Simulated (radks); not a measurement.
Problem. These are the eigenvalues of the occupied orbitals of an atom or ion with whole-number occupations (eV). Calculated with a radial shooting solver on a logarithmic mesh with Libxc functionals: Dirac Kohn-Sham, LDA (Slater exchange, Perdew-Wang correlation), spin-unpolarised, spherical densities, finite nucleus; Fermi nuclear charge, rms radius of each element as measured or else 0.836 A^(1/3) + 0.57 fm.

| orbital | eigenvalue |
|---|---|
| 1s1/2 | -1816.041 |
| 2s1/2 | -175.1382 |
| 2p1/2 | -132.5147 |
| 2p3/2 | -131.8612 |
| 3s1/2 | -39.6881 |

Which element is it, and in what charge state? The configuration may be excited. Open shells, if any, fill j = l - 1/2 first.

Solution. Z = 14, silicon, charge +3: Si3+ in [Ne] 3s1. The list shows which subshells hold electrons but not how many an open one holds; the 1s level, -66.738 hartree, gives Z - s = 11.6 by -(Z - s)^2/2, which with screening and relativity narrows Z to a few neighbours, and the depths of the outer levels then fix element, charge and occupations together.
